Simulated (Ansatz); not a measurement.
Diatomic HfP, multiplicity 4 (an upper state: multiplicity 2 came lower at CCSD(T)/def2-TZVPP on PBE0 minima). No spin–orbit coupling.

Seven points along R, fitted to fifth degree in 1/R; most abundant isotopes. Runs in def2 and cc sets follow the lowest solution found near the PBE0 minimum.

Run with Ansatz (a first-principles code).  In def2 rows elements past Kr take small-core potentials, without spin–orbit coupling.

```json
[
 {"level": "PBE/def2-TZVPP", "r_e (Å)": "2.361", "ω_e (cm⁻¹)": "400", "ω_e x_e (cm⁻¹)": "1.1", "α_e (cm⁻¹)": "0.00040", "dipole (D)": "4.32"},
 {"level": "PBE0/def2-TZVPP", "r_e (Å)": "2.343", "ω_e (cm⁻¹)": "419", "ω_e x_e (cm⁻¹)": "1.1", "α_e (cm⁻¹)": "0.00039", "dipole (D)": "5.04"},
 {"level": "wB97X-V/def2-TZVPP", "r_e (Å)": "2.341", "ω_e (cm⁻¹)": "425", "ω_e x_e (cm⁻¹)": "1.3", "α_e (cm⁻¹)": "0.00040", "dipole (D)": "5.65"}
]
```
